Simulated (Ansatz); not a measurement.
CoH₂S₂⁺, that is Co(SH)2 with one electron fewer. The state is a quintet with charge 1. Geometry r2SCAN-D4/def2-TZVP, that of the neutral quartet; atoms count from 1.

```xyz
5

Co    0.002    0.001    0.002
S    -0.852    0.526    1.914
H    -1.859    1.280    1.427
S     0.851   -0.527   -1.913
H     1.859   -1.281   -1.430
```

**Question.** Estimate the Mulliken populations from the PBE0/def2-TZVP orbitals of Ansatz.

**Answer.** 
| atom | charge (e) | spin (α − β) | d electrons |
| --- | --- | --- | --- |
| Co1 | 0.67 | 3.04 | 7.22 |
| S2 | -0.08 | 0.48 | – |
| H3 | 0.25 | 0.00 | – |
| S4 | -0.08 | 0.48 | – |
| H5 | 0.25 | 0.00 | – |
Mulliken values and Mayer orders depend strongly on the basis.

**Question.** Where does the spin sit?

**Answer.** Summed by element: Co 3.04, S 0.95, H 0.01, of 4 unpaired in all. Largest on single atoms: Co1 3.04, S4 0.48, S2 0.48.

**Question.** And the Mayer bond orders between bonded heavy atoms (over 0.3)?

**Answer.** Co1–S2 1.13 (2.16 Å); Co1–S4 1.13 (2.16 Å). Values over 0.3 also appear between atoms too far apart for a bond (S2–S4 0.40 at 4.32 Å); they arise where an orbital or an unpaired electron spreads over both atoms.
